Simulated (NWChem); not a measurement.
**Relativistic effects in iodine monochloride (ClI)**

SMILES: ICl
```xyz
2

Cl     0.0000     0.0000     1.8075
I      0.0000     0.0000    -0.5798
```
Charge 0, spin multiplicity 1.

All runs are NWChem calculations. The geometry was optimised at B3LYP/def2-SVP with def2 effective core potentials on I, a minimum by its harmonic frequencies.

Functional PBE0, all-electron basis x2c-SVPall-2c, contracted for the X2C Hamiltonian and used here with ZORA. The ion keeps the geometry and has multiplicity 2 in the scalar run; the spin-orbit run starts from the same electron counts.

Relative cost: rough, from shared machines, SCF included, scalar ZORA = 1.

The stability of the SCF solutions was not checked.

```tsv
Hamiltonian	ΔSCF ionisation energy (eV)	HOMO (eV)	LUMO (eV)	gap (eV)	relative cost
scalar ZORA	10.37	-7.81	-3.79	4.02	1
spin-orbit ZORA	10.07	-7.53	-3.72	3.81	under 3
```

From scalar ZORA to spin-orbit ZORA the ionisation energy shrinks by 0.30 eV.
